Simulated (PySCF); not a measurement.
## Tb⁺ (terbium, charge +1) across methods

[Xe] 4f8 6s1 6p1, one real determinant (an excited configuration). Calculation: PySCF 2.14, in ANO-RCC-VTZP (8s7p5d3f2g1h, 104 functions); scalar relativity by spin-free X2C-1e.

| method | E (hartree) | mean ε 4f β (eV) | mean ε 6s α (eV) | mean ε 6p α (eV) | Σ⟨r²⟩ (bohr²) | ⟨S²⟩ |
| --- | --- | --- | --- | --- | --- | --- |
| PBE0 | -11707.41 | -18.112 | -11.943 | -8.009 | 67.83 | 20.004 |
| LDA | -11699.12 | -15.647 | -11.553 | -7.584 | 67.85 | 20.002 |
| UHF | -11703.52143 | -25.222 | -14.045 | -9.850 | 69.29 | 20.006 |

Task: Estimate the same row for PBE.

Result: E (hartree) = -11707.51; mean ε 4f β (eV) = -16.085; mean ε 6s α (eV) = -11.469; mean ε 6p α (eV) = -7.673; Σ⟨r²⟩ (bohr²) = 68.86; ⟨S²⟩ = 20.002.

⟨L²⟩ = 14.04 against 20 for a pure G term, so this real determinant mixes terms. Spin-orbit coupling, absent here, splits the open shell strongly.
